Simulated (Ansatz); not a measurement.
Basis-set extrapolation for C2H8B2O (`CBBOC`) (PBE0-D4/def2-TZVP geometry, frozen core, Ansatz 0.2.0). Multiplicity 1, RHF reference.

```tsv
	def2-TZVPP	def2-QZVPP
HF	-204.712269	-204.722277
MP2 correlation	-0.784659	-0.838377
CCSD(T) correlation	-0.868099	not run
```

Energies in hartree. Use E(X) = E(∞) + A·exp(−7.88·√X) for Hartree–Fock and E(X) = E(∞) + B·X^(−2.97) for correlation, with X = 3 and 4, and add CCSD(T) minus MP2 of the smaller set to the MP2 limit.

Q: What is the CCSD(T) energy at the basis-set limit?

A: HF limit: -204.722277 + (-0.010008) × 0.13774 = -204.72366. MP2 limit: -0.838377 + (-0.053718) × 0.74074 = -0.87817. Higher-order term: -0.868099 − (-0.784659) = -0.08344. Total: -205.68527 hartree, 275.4 kJ/mol below CCSD(T)/def2-TZVPP.
